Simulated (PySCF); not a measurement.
**Electron correlation in Br⁺ (bromine, charge +1)**

[Ar] 3d10 4s2 4p4, high-spin 3P determinant. All numbers are calculated (PySCF 2.14, the non-relativistic Hamiltonian (point nucleus), in dyall-av2z (16s12p8d, 92 functions)). Frozen: [Ar] 3d10; 6 electrons correlated; the 39 highest virtual orbitals of each spin left out.

| level | correlation energy (mhartree) |
| --- | --- |
| CCSD | -100.20 |
| (T) | -1.55 |
| CCSD(T) | -101.75 |

Diagnostics: T1 = 0.0070, D1 = 0.0232, largest double amplitude 0.041.

Q: Is a single reference adequate?

A: Yes, within this model without spin-orbit coupling: T1 lies below 0.03 and no double amplitude reaches 0.07.
